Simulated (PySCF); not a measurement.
Compound: C5H8Si.
Numbering: `[CH:1]#[C:2][C@H:3]1[CH2:4][CH2:5][SiH2:6]1` (hydrogens: H7 on C1; H8 on C3; H9, H10 on C4; H11, H12 on C5; H13, H14 on Si6)

Theory: PySCF 2.14.0, PBE0-D3(BJ)/def2-SVP geometry optimisation, gas phase.

(1) What internal coordinates does the optimisation give?

Results:

(1) 
```
   bond  length (Å)
  C1≡C2       1.213
  C2–C3       1.441
  C3–C4       1.560
  C4–C5       1.549
 C5–Si6       1.894
 C3–Si6       1.916
  C1–H7       1.074
  C3–H8       1.105
  C4–H9       1.102
 C4–H10       1.102
 C5–H11       1.102
 C5–H12       1.098
Si6–H13       1.493
Si6–H14       1.495
```

A selection of angles:
```
      angle  degrees
   C2–C1–H7    179.8
   C1–C2–C3    178.9
   C2–C3–C4    118.7
  C2–C3–Si6    123.5
   C2–C3–H8    110.2
  C4–C3–Si6     85.9
   C4–C3–H8    109.1
  Si6–C3–H8    106.8
   C3–C4–C5    100.7
   C3–C4–H9    108.8
  C3–C4–H10    114.0
   C5–C4–H9    110.3
  C5–C4–H10    115.7
  H9–C4–H10    107.2
  C4–C5–Si6     87.0
  C4–C5–H11    111.5
  C4–C5–H12    116.1
 Si6–C5–H11    111.0
 Si6–C5–H12    121.3
 H11–C5–H12    108.5
 C5–Si6–H13    113.8
 C5–Si6–H14    120.7
  C3–Si6–C5     77.9
 C3–Si6–H13    112.6
 C3–Si6–H14    118.9
H13–Si6–H14    109.8
```

Torsions: C2–C3–C4–C5 150°; C3–C4–C5–Si6 -24° (synperiplanar); C4–C5–Si6–C3 20° (synperiplanar); C2–C3–Si6–C5 -142° (anticlinal).

The 4 C–C bonds span 1.213 Å (C1≡C2, drawn triple) to 1.560 Å (C3–C4, drawn single), a spread of 0.347 Å. Si6 (SiH2 silicon) has angles from 77.9° to 120.7°. The 4-membered ring C3–C4–C5–Si6 has internal angles of 77.9° to 100.7°; it is puckered, 0.16 Å rms from its mean plane, widest ring torsion 24°. The 2 C–Si bonds span 1.894 Å (C5–Si6, drawn single) to 1.916 Å (C3–Si6, drawn single), a spread of 0.022 Å.

Point group: C1 (no symmetry element, even within 0.4 Å). Stationary, but not proved a minimum. The numbers are those of one conformer.

The run took 2.2 min of wall time on one thread of an Arm Neoverse N1, shared host with 64 logical CPUs at a one-minute load of 61, and the process peaked at 0.50 GiB of memory. This is the geometry optimisation.
